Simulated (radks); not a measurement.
The nuclear charge of neutral scandium is varied continuously with 21 electrons held in [Ar] 3d1 4s2. All-electron calculation, scalar-relativistic Kohn-Sham, PBE, spin-polarised, spherical densities, point nucleus; open shells are filled with parallel spins first. Program: a radial shooting solver on a logarithmic mesh with Libxc functionals. By the Hellmann-Feynman theorem dE/dZ = E(electron-nucleus)/Z, the electronic potential at the nucleus. The scalar-relativistic energy here is not variational (the density holds large components alone), so the two differ by a part that grows with Z.

| Z | E (hartree) | E(electron-nucleus)/Z (hartree) | HOMO | e(HOMO) (eV) | <r> HOMO (bohr) |
|---|---|---|---|---|---|
| 20.8 | -746.87469 | -85.3568 | 3d | -1.633 | 2.054 |
| 21 | -764.06258 | -86.4317 | 3d | -3.512 | 1.839 |
| 21.2 | -781.46533 | -87.5026 | 4s | -5.369 | 3.583 |
| 21.4 | -799.08231 | -88.5708 | 4s | -6.822 | 3.418 |
| 21.6 | -816.91308 | -89.6371 | 4s | -8.381 | 3.272 |
| 21.8 | -834.95732 | -90.7021 | 4s | -10.039 | 3.141 |
| 22 | -853.21482 | -91.7661 | 4s | -11.793 | 3.024 |

The central difference of E at Z = 21 is -86.477 hartree, to compare with the third column; the second derivative is -5.37 hartree.
